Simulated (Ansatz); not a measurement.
`CC1=CC(C)=[O+][Al-]([OH])([Cl])[O]1`, relaxed with RKS PBE-D4/def2-SVP in Ansatz 0.2.0 from a rough embedded geometry. The force threshold is 0.03 eV/Å; the program also tests the step.

Charge 0, multiplicity 1.

Start:

```xyz
18

C    -1.588    0.092   -2.311
C    -0.724    0.281   -1.045
C    -0.509   -0.776   -0.178
C     0.267   -0.649    1.018
C     0.395   -1.960    1.862
O     0.927    0.334    1.468
Al    0.913    1.959    0.545
O     2.578    2.384   -0.041
Cl    0.108    3.583    1.833
O    -0.165    1.578   -0.858
H    -2.593   -0.222   -1.924
H    -1.157   -0.701   -2.891
H    -1.661    0.970   -2.795
H    -0.962   -1.698   -0.401
H     0.862   -2.766    1.250
H     1.039   -1.753    2.792
H    -0.626   -2.235    2.223
H     2.895    1.580   -0.547
```

```tsv
step	energy (eV)	largest force (eV/Å)	largest move (Å)
1	-30545.2186	4.281	0.000
2	-30546.0726	2.200	0.132
3	-30546.2399	1.043	0.102
4	-30546.2940	0.315	0.098
5	-30546.3131	0.256	0.144
6	-30546.3197	0.300	0.072
7	-30546.3251	0.140	0.127
8 (rejected)	-30546.2969	0.525	0.195
9	-30546.3262	0.170	0.098
10	-30546.3320	0.105	0.041
11	-30546.3338	0.171	0.087
13	-30546.3506	0.048	0.130
15 (rejected)	-30546.3323	0.671	0.195
17	-30546.3644	0.181	0.097
19	-30546.3703	0.079	0.039
21	-30546.3766	0.200	0.110
23	-30546.3800	0.030	0.043
25	-30546.3810	0.073	0.054
27 (rejected)	-30546.3660	0.684	0.048
29	-30546.3819	0.040	0.049
30	-30546.3821	0.026	0.014
```

End:

```xyz
18

C    -1.531    0.103   -2.297
C    -0.682    0.238   -1.066
C    -0.510   -0.847   -0.180
C     0.296   -0.785    0.977
C     0.462   -1.983    1.868
O     0.936    0.275    1.349
Al    0.842    1.951    0.575
O     2.372    2.609    0.170
Cl   -0.385    3.188    1.783
O    -0.138    1.398   -0.892
H    -2.374    0.824   -2.234
H    -1.930   -0.918   -2.434
H    -0.937    0.397   -3.187
H    -1.013   -1.794   -0.414
H    -0.041   -2.884    1.474
H     1.544   -2.187    2.010
H     0.056   -1.742    2.873
H     3.032    2.160   -0.376
```

It took 38 s on 4 threads of an AMD EPYC 7R13 on a shared host and a share of an NVIDIA H100 80 GB, with 0.85 GiB of host memory at the peak.
